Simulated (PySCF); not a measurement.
Isomers of C8H22N2Si, from PySCF 2.14.0, PBE0-D3(BJ)/def2-SVP geometry optimisation, gas phase. One conformer each, no zero-point energy, no frequencies.

Question: Which is lowest in electronic energy at this level?
A. SiMe2(NHiPr)2 (`CC(C)N[Si](C)(C)NC(C)C`): A = 1212, B = 585.7, C = 543.3 MHz, dipole 0.80 D
B. `CC[Si](CC)(N(C)C)N(C)C` (SiEt2(NMe2)2): A = 919.4, B = 814.8, C = 678.2 MHz, dipole 0.02 D
C. `CCN[Si](CC)(NCC)CC` (SiEt2(NHEt)2): A = 855.9, B = 621.0, C = 569.3 MHz, dipole 0.25 D

Answer: A. That is SiMe2(NHiPr)2 (`CC(C)N[Si](C)(C)NC(C)C`), 5.3 kcal/mol below the next.

```
                SMILES  mapped SMILES      E (Eh)  relative (kcal/mol)  relative (kJ/mol)  dipole (D)
CC(C)N[Si](C)(C)NC(C)C              –  -716.16579                  0.0                0.0        0.80
    CCN[Si](CC)(CC)NCC              –  -716.15732                  5.3               22.2        0.25
CC[Si](CC)(N(C)C)N(C)C              –  -716.13447                 19.7               82.2        0.02
```
